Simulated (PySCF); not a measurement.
Spectrum to structure. The calculation used PySCF, TDDFT B3LYP/def2-SVPD, vertical, gas phase, core orbitals frozen in the response. Geometries: GFN2-xTB, one conformer each. Ions are computed without counter-ions or solvent.

```tsv
state	E (eV)	f	main configurations (H = HOMO, L = LUMO)
S1	6.71	0.0040	H-1→L (95%)
S2	6.79	0.428	H→L (89%)
S3	7.15	0.0009	H-2→L (90%)
S4	7.41	0.031	H-3→L (92%)
S5	7.68	0.0011	H-4→L (86%), H-2→L (9%)
S6	7.73	0.0075	H→L+1 (95%)
S7	8.07	0.0008	H→L+3 (70%), H→L+4 (24%)
S8	8.24	0.053	H→L+2 (50%), H-5→L (46%)
```

Triplets computed (Tamm–Dancoff): 4.31, 6.34, 6.83 eV.

Question: Which candidate is it? All have the formula [C6H12P]+.
A. `C1C[P@H+]2CC[C@@H]1C2`
B. `CCC1=C[P@@H+]1CC`
C. `C=C[P+]1(C)CCC1`

Answer: C. Its S1 lies at 6.71 eV; the nearest of the others has S1 at 6.07 eV. S1 is HOMO-1→LUMO (95%). Löwdin shares by element: HOMO carbon 76% or more, phosphorus 7% (atoms not listed hold the other 18%); LUMO carbon 65% or more, phosphorus 14% (atoms not listed hold the other 21%). At the same level the other candidates give, for their lowest levels:
- `C1C[P@H+]2CC[C@@H]1C2`: 7.59 eV (f 0.009); 8.09 eV (f 0.004); 8.17 eV (f 0.008); 8.38 eV (f 0.002); 8.47 eV (f 0.009); T1 7.41 eV; HOMO -13.21, LUMO -4.59 eV
- `CCC1=C[P@@H+]1CC`: 6.07 eV (f 0.017); 6.24 eV (f 0.004); 6.68 eV (f 0.057); 7.00 eV (f 0.079); 7.07 eV (f 0.179); T1 4.80 eV; HOMO -12.92, LUMO -5.74 eV

Shape of the structure used: `[CH2:1]=[CH:2][P+:3]1([CH3:4])[CH2:5][CH2:6][CH2:7]1`: C1–C2–P3–C4 1°.
